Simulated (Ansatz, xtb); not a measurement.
## BF2GeH3: which of two structures lies lower

Structure I: `F[BH][GeH2][F]`, a singlet. Structure II: a singlet given by its coordinates. Both are isolated molecules in the gas phase, relaxed with r2SCAN-D4/def2-SVP; the shapes shown needn't be the lowest conformers.

I (Å):

| atom | x (Å) | y (Å) | z (Å) |
| --- | --- | --- | --- |
| B | -0.5162 | -0.7010 | 2.0952 |
| F | -1.3869 | -0.1774 | 2.9346 |
| F | -1.7555 | 1.1224 | -0.1049 |
| Ge | -0.5020 | -0.0847 | 0.1128 |
| H | 0.2523 | -1.5350 | 2.5264 |
| H | 0.8154 | 0.5925 | -0.3093 |
| H | -0.8253 | -1.2146 | -0.8827 |

II (Å):

```yaml
atoms:
  - { symbol: B, position_ang: [-0.3093, -1.2457, 0.3660] }
  - { symbol: F, position_ang: [-0.7496, -1.1573, 1.7420] }
  - { symbol: F, position_ang: [-1.2249, -1.7696, -0.4468] }
  - { symbol: Ge, position_ang: [-0.6490, 0.8618, 0.9888] }
  - { symbol: H, position_ang: [0.8675, -1.4555, 0.2154] }
  - { symbol: H, position_ang: [0.2611, 1.4439, 2.1122] }
  - { symbol: H, position_ang: [-2.0610, 1.2790, 1.4978] }
```

Close contacts (Å): B1–F2 1.45, B1–F3 1.33, B1–Ge4 2.22, F2–Ge4 2.16, B1–H5 1.20, Ge4–H6 1.56, Ge4–H7 1.56.

Energies in hartree; the thermal terms are from r2SCAN-D4/def2-SVP harmonic frequencies (ideal gas, rigid rotor, one conformer each, 298.15 K, 1 atm) and include the zero-point energy:

```
                                I            II
E, CCSD(T)/def2-TZVP  −2301.732846  −2301.718719
   zero-point energy      0.033033      0.032786
        H(298 K) − E      0.039786      0.039417
        G(298 K) − E      0.002542      0.003136
```

Q: Work out ΔE, ΔE₀, ΔH and ΔG for I → II in kcal/mol (1 Eh = 627.51 kcal/mol) and the equilibrium ratio [II]/[I].

A: 1. ΔE = −2301.718719 − (−2301.732846) = +0.014127 Eh = +8.86 kcal/mol.
2. ΔE₀ = ΔE + ΔZPE = +0.014127 + (−0.000247) Eh = +8.71 kcal/mol.
3. ΔH = ΔE + (−0.000369) Eh = +8.63 kcal/mol.
4. ΔG = ΔE + (+0.000594) Eh = +9.24 kcal/mol, so ΔS = (ΔH − ΔG)/T = −8.5 J/(mol K).
5. kT = 0.9442 mEh, so K = [II]/[I] = exp(−ΔG/kT) = exp(−15.59) ≈ 1.7 × 10^−7.

Structure I is favoured at this temperature. An error of 1 kcal/mol in ΔG would change K by a factor of 5.4. Mirror images and further conformers aren't counted.

Other levels gave ΔE = +0.9 (r2SCAN-D4/def2-SVP); +16.0 (HF/def2-TZVP); +9.5 (MP2/def2-TZVP) kcal/mol. The correlated steps freeze 12 core orbitals; the filled d shell of Ge is correlated, in a basis made for valence electrons. Programs: Ansatz 0.2.0.
